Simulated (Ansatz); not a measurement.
H4O2Se2Ti, SMILES `[OH][Ti]([OH])([SeH])[SeH]`. The species carries charge 0 and has multiplicity 1. The geometry is a stationary point of PBE0-D4/def2-TZVP. It is one conformer, not always the lowest.

```xyz
9

O     0.814   -0.527   -1.273
Ti   -0.087   -0.244    0.223
O    -0.220   -1.630    1.308
Se   -2.315    0.550   -0.367
Se    1.072    1.414    1.575
H     1.658   -0.341   -1.683
H     0.038   -2.549    1.390
H    -1.827    0.885   -1.713
H     0.867    2.442    0.541
```

(1) What is the dipole moment at PBE/def2-TZVPP? (An estimate is asked.)

(2) And with r2SCAN, B3LYP, ωB97M-V? (Best estimate.)

(3) Give the Mulliken charges with PBE, B3LYP, r2SCAN in def2-TZVPP. (An estimate is asked.)

Answers

(1) Computed: 3.13 D, with components (2.12, -1.77, -1.49) D in this frame, pointing from negative to positive charge.

(2) Computed: r2SCAN 3.25 D, B3LYP 3.13 D, ωB97M-V 3.32 D.

(3) Computed: 
```
atom    PBE  B3LYP  r2SCAN
  O1  -0.41  -0.47   -0.47
 Ti2   0.61   0.75    0.73
  O3  -0.40  -0.45   -0.46
 Se4  -0.16  -0.16   -0.18
 Se5  -0.15  -0.15   -0.17
  H6   0.20   0.20    0.22
  H7   0.20   0.20    0.21
  H8   0.06   0.05    0.07
  H9   0.05   0.04    0.06
```

B3LYP here is the variant with VWN-RPA as its local correlation; programs differ in this.
